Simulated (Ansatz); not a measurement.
Reactions of `O=CN[SiH3]`.

Gas-phase electronic energies from Ansatz, PBE0-D4/def2-TZVP geometries. CBS: MP2 limit from def2 TZ/QZ plus the TZ coupled-cluster correction, frozen cores. This one scheme is used for every species, atoms too. No spin–orbit coupling; open shells (•) take unrestricted orbitals. Spin–orbit coupling would lower the free atoms: a little for C, O, Si. One conformer a species, not always the lowest.

```json
{"reaction": "`O=CN[SiH3]` + `BN[SiH2]F` → `BN([SiH3])[SiH2]F` + `NC=O`", "CCSD(T)/CBS(def2) (kJ/mol)": "12"}
{"reaction": "`O=CN[SiH3]` → `O[SiH]1CN1`", "CCSD(T)/CBS(def2) (kJ/mol)": "4"}
{"reaction": "`O=CN[SiH3]` → `OC1N[SiH2]1`", "CCSD(T)/CBS(def2) (kJ/mol)": "189"}
{"reaction": "`O=CN[SiH3]` + `O[SiH](F)[AlH2]` → `O=CN[SiH2]O` + `F[SiH2][AlH2]`", "CCSD(T)/CBS(def2) (kJ/mol)": "-3"}
{"reaction": "`O=CN[SiH3]` → `CO[Si]N`", "CCSD(T)/CBS(def2) (kJ/mol)": "?"}
{"reaction": "`O=CN[SiH3]` + `[OH][AlH][CH2]F` → `F[CH2][AlH][O][SiH3]` + `NC=O`", "CCSD(T)/CBS(def2) (kJ/mol)": "-54"}
{"reaction": "`O=CN[SiH3]` + `C[SiH2]BO` → `C[SiH2]BO[SiH3]` + `NC=O`", "CCSD(T)/CBS(def2) (kJ/mol)": "?"}
{"reaction": "`O=CN[SiH3]` + `OCS` → `O=COCS` + `N[SiH3]`", "CCSD(T)/CBS(def2) (kJ/mol)": "?"}
{"reaction": "`O=CN[SiH3]` → C• + 5 H• + N• + O• + Si•", "CCSD(T)/CBS(def2) (kJ/mol)": "3307"}
{"reaction": "`O=CN[SiH3]` → `N=C[SiH2]O`", "CCSD(T)/CBS(def2) (kJ/mol)": "4"}
```

**Question.** Fill in the missing values. (Best estimate.)

**Answer.** Ansatz gave: `O=CN[SiH3]` → `CO[Si]N`: -44.3 kJ/mol; `O=CN[SiH3]` + `C[SiH2]BO` → `C[SiH2]BO[SiH3]` + `NC=O`: -27.0 kJ/mol; `O=CN[SiH3]` + `OCS` → `O=COCS` + `N[SiH3]`: +3.6 kJ/mol.

Largest T1 diagnostic: 0.016, for `NC=O`.
